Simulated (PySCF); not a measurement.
A TDDFT job was run through a driver script with this input:

```
{"job": {"kind": "uv", "xc": "CAM-B3LYP", "basis": "def2-SVPD", "nstates": 8, "ntriplets": 3}, "charge": 0, "multiplicity": 1}
C     -2.199047    -1.137186    -1.218842
C     -0.799562    -1.079131    -0.631716
O     -0.617245     0.163852     0.004584
Si     0.648577     0.633485     0.887844
C      2.257596     0.791231    -0.112061
O      0.842290    -0.414686     2.119935
S      0.023605     2.551062     1.638240
H     -2.937948    -1.035804    -0.428523
H     -2.347836    -2.084980    -1.728356
H     -2.336683    -0.325009    -1.927968
H     -0.046304    -1.187760    -1.420507
H     -0.650423    -1.879918     0.098710
H      3.021758     1.330722     0.439157
H      2.095073     1.325105    -1.043669
H      2.657716    -0.189110    -0.356941
H      1.329441    -0.182859     2.905527
H     -0.948007     2.733015     0.764676
```

Its output, with some lines taken out ([cut]) and without the SCF cycles:

```
converged SCF energy = -958.1039783358

Static polarisability (au): isotropic 89.398, principal 80.266 90.313 97.616

Singlet excitations
state   eV       nm        f      main configurations
  1   5.9150    209.6   0.01494   H->L 0.65, H->L+4 0.18
  2   6.8150    181.9   0.05842   H->L+4 0.38, H->L+1 0.18, H->L+2 0.18
[cut]
[cut]
[cut]
  6   7.8492    158.0   0.00680   H-2->L 0.55, H-1->L 0.10
  7   7.9230    156.5   0.00176   H->L+2 0.24, H->L+5 0.22, H->L+8 0.17
[cut]

Triplet excitations (Tamm-Dancoff, eV): 5.5249 6.4989 6.8866
```

Computed, not measured: PySCF 2.14.0, density-fitted response routines, TDDFT CAM-B3LYP/def2-SVPD, vertical, gas phase, core orbitals frozen in the response. The structure is a single GFN2-xTB conformer in the gas phase; no vibrational or solvent corrections.

What stood in the cut lines?

```
  3   7.2320    171.4   0.01275   H->L+1 0.27, H-1->L 0.17, H->L+2 0.16
  4   7.2433    171.2   0.02572   H-1->L 0.60
  5   7.6072    163.0   0.02003   H->L+6 0.29, H->L+8 0.27, H->L+1 0.15
  8   8.0393    154.2   0.02456   H->L+3 0.41, H->L+5 0.18, H->L+7 0.11
```

How many basis functions and electrons does this run hold?

237 basis functions for 74 electrons in 37 doubly occupied orbitals.

Which orbital energies lie behind H and L?

HOMO -8.51 eV and LUMO 0.65 eV, a gap of 9.16 eV; state 1 differs from that by -3.25 eV.

What share of the summed oscillator strength falls to the strongest level in this window?

State 2 at 182 nm: 0.0584 of 0.1650, or 35%.

Which species is it?

`CCO[Si@](C)(O)S` (C3H10O2SSi), point group C1.

H and L stand for HOMO and LUMO.

The run took 53 s wall on one thread of an Arm Neoverse V1, shared host, and the process peaked at 1.1 GiB of memory.

Shape of the structure used: `[CH3:1][CH2:2][O:3][Si@:4]([CH3:5])([OH:6])[SH:7]`: C1–C2–O3–Si4 174°, C2–O3–Si4–C5 66°, H–O6–Si4–O3 -160°, H–S7–Si4–O3 -18°.
